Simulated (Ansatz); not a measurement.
## KHO, singlet: energies of several shapes or isomers

Program: Ansatz, Gaussian basis, development build. Basis def2-SVP, nonrelativistic, 10 orbitals frozen in the corrections; active space CAS(6,6). Restricted Hartree–Fock, then the lowest state-specific CASSCF solution met for each case. The basis is small, far from the limit. Single-reference values can break down or jump between states where bonds are stretched. Unlike active orbitals can shift such differences by tenths of an eV, at times by over 1 eV.

Case A. A bond is stretched, to 1.64 times the sum of the covalent radii.

```json
{"atom": "K", "x (Å)": "0.0000", "y (Å)": "0.0000", "z (Å)": "4.4000"}
{"atom": "O", "x (Å)": "0.0000", "y (Å)": "0.0000", "z (Å)": "0.0000"}
{"atom": "H", "x (Å)": "0.0000", "y (Å)": "0.0000", "z (Å)": "-0.9600"}
```

Case B. A bond is stretched, to 1.23 times the sum of the covalent radii.

```xyz
3

K     0.0000    0.0000    3.3000
O     0.0000    0.0000    0.0000
H     0.0000    0.0000   -0.9600
```

Energy less that of case A, in eV:

| case | RHF/ROHF |
| --- | --- |
| B | -1.599 |

What does SC-NEVPT2 give for these differences?

B: -0.868 eV (-20.0 kcal/mol).
